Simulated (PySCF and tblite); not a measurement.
Results of a calculation; reference values are marked as such.
System: C4H7FS2, numbered as in [CH2:1]=[CH:2][S:3][S:4][C@H:5]([CH3:6])[F:7].

Geometries: GFN2-xTB; energies: PBE0/pcSseg-1 + D3(BJ); zero-point and thermal terms from GFN2-xTB harmonic modes (soft modes blended into free rotors). Rates follow Eyring's equation with the number of equivalent paths and no tunnelling. (PySCF 2.14 with density fitting, tblite 0.8.)

(1) What barrier does the rotation about the S3–S4 bond (torsion C2–S3–S4–C5 from 87° to 265°, rising) meet, and how fast is it at 298 K?

Results:

(1) The electronic barrier is 9.6 kcal/mol and ΔG‡(298 K) 10.0 kcal/mol, over a C1 saddle with an imaginary mode of 58i cm⁻¹ (GFN2-xTB). With 1 equivalent path, k is 2.8×10⁵ s⁻¹, a mean lifetime of the start of 3.6 µs against this motion. The end lies 1.0 kcal/mol above the start in free energy.
